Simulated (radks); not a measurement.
Q: Ti19+, configuration [He] 2s1. Calculated with a radial shooting solver on a logarithmic mesh with Libxc functionals: scalar-relativistic Kohn-Sham, exchange-only LDA, spin-polarised, spherical densities, point nucleus; open shells are filled with parallel spins first. Some entries of the table are withheld. Estimate them.

| orbital | occ. | eigenvalue (eV) | <r^2> (bohr^2) | <1/r> (bohr^-1) |
|---|---|---|---|---|
| 1s up | 1 | (1) | 0.006409 | 21.89 |
| 1s down | 1 | (2) | 0.006398 | 21.89 |
| 2s up | 1 | (3) | 0.09616 | (4) |
| 2s down | 0 | (5) | 0.09690 | (6) |

A: 
(1) 1s up eigenvalue (eV): -5984.298
(2) 1s down eigenvalue (eV): -5977.774
(3) 2s up eigenvalue (eV): -1390.098
(4) 2s up <1/r> (bohr^-1): 5.215
(5) 2s down eigenvalue (eV): -1356.431
(6) 2s down <1/r> (bohr^-1): 5.208
